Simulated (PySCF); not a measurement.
## Basis and Hamiltonian dependence of the excitation energy of Sr

Sr [Kr] 5s2 (1S) → Sr [Kr] 5s1 5p1 (3P). All values are computed (PySCF 2.14, energy differences of UHF-based or UKS calculations, no spin-orbit coupling). Values in eV.

```
                                                                 basis    Hamiltonian  functions    UHF    PBE   PBE0  MP2 (valence)  CCSD(T) (valence)  CCSD(T) (valence and next inner shell)
               def2-TZVPPD with the def2 core potential (28 electrons)            ECP         40  0.985  1.765  1.660          1.418              1.586                                   1.796
                                                       aug-cc-pVDZ-X2C  spin-free X2C         45  0.989  1.762  1.660          1.394              1.585                                     n/a
                                                          ANO-RCC-VTZP  spin-free X2C         47  0.992  1.749  1.648          1.415              1.614                                   1.802
               def2-QZVPPD with the def2 core potential (28 electrons)            ECP         63  0.972  1.754  1.648          1.435              1.576                                   1.808
                                                       aug-cc-pVTZ-X2C  spin-free X2C         68  0.974  1.745  1.641          1.432              1.574                                     n/a
                                                          x2c-TZVPPall  spin-free X2C         79  0.980  1.751  1.647          1.437              1.578                                   1.809
                                                     aug-cc-pwCVTZ-X2C  spin-free X2C         93  0.971  1.745  1.640          1.440              1.574                                   1.810
aug-cc-pwCVTZ-X2C with one added diffuse shell each of s, p, d, f type  spin-free X2C        109  0.971  1.745  1.640          1.440              1.574                                   1.810
                                                          x2c-QZVPPall  spin-free X2C        111  0.973  1.746  1.641          1.445              1.576                                     n/a
```

Frozen in the all-electron rows: valence: [Kr]; valence and next inner shell: [Ar] 3d10; with a core potential, the same shells as far as they lie outside it.

Reference for a calculation without spin-orbit coupling: 1.823 eV (measured, between term centres; NIST).
